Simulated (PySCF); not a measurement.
AlH5O2Si, SMILES [AlH]([O][SiH3])[OH].

Geometry: B3LYP-D3(BJ)/def2-SVP. The values are those of a single conformer.

These are TDDFT-ωB97X/def2-SVPD run with PySCF 2.14.0 values and carry that method's errors.

Vertical excitations. Isolated molecule, no solvent.

Computed UV-visible absorptions:
| state | energy (eV) | λ (nm) | f | main pairs |
|---|---|---|---|---|
| S1 | 7.41 | 167 | 0.008 | HOMO→LUMO 66 %, HOMO→LUMO+2 16 % |
| S2 | 7.51 | 165 | 0.003 | HOMO−1→LUMO 66 %, HOMO−1→LUMO+2 16 % |
| S3 | 7.63 | 163 | 0.023 | HOMO→LUMO+1 70 %, HOMO−3→LUMO+1 17 % |
| S4 | 8.00 | 155 | 0.040 | HOMO−2→LUMO 59 %, HOMO−2→LUMO+3 10 % |
| S5 | 8.19 | 151 | 0.000 | HOMO−4→LUMO 28 %, HOMO−1→LUMO+1 28 %, HOMO−2→LUMO+1 17 %, HOMO→LUMO+3 8 % |
| S6 | 8.47 | 146 | 0.192 | HOMO−1→LUMO+1 44 %, HOMO−4→LUMO 22 % |
| S7 | 8.48 | 146 | 0.098 | HOMO−3→LUMO+1 55 %, HOMO−4→LUMO+1 29 % |
| S8 | 8.78 | 141 | 0.044 | HOMO−3→LUMO 15 %, HOMO−2→LUMO+1 11 %, HOMO−4→LUMO+1 10 %, HOMO−4→LUMO 9 % |
| S9 | 8.78 | 141 | 0.015 | HOMO−4→LUMO+1 33 %, HOMO−2→LUMO+1 20 %, HOMO−6→LUMO+1 11 %, HOMO−3→LUMO+1 9 % |
| S10 | 8.82 | 141 | 0.047 | HOMO−2→LUMO+1 33 %, HOMO→LUMO+2 8 %, HOMO−4→LUMO+1 8 %, HOMO→LUMO+4 7 % |
| T1 | 7.10 | 175 | 0 | HOMO→LUMO 64 %, HOMO→LUMO+2 19 % |
| T2 | 7.21 | 172 | 0 | HOMO−3→LUMO+1 48 %, HOMO→LUMO+1 46 % |
| T3 | 7.29 | 170 | 0 | HOMO−1→LUMO 60 %, HOMO−1→LUMO+2 19 % |
| T4 | 7.71 | 161 | 0 | HOMO−2→LUMO+1 45 %, HOMO−1→LUMO+1 42 % |
Triplets are in the Tamm–Dancoff approximation, which puts them higher than full response would, so one can lie above its singlet here.
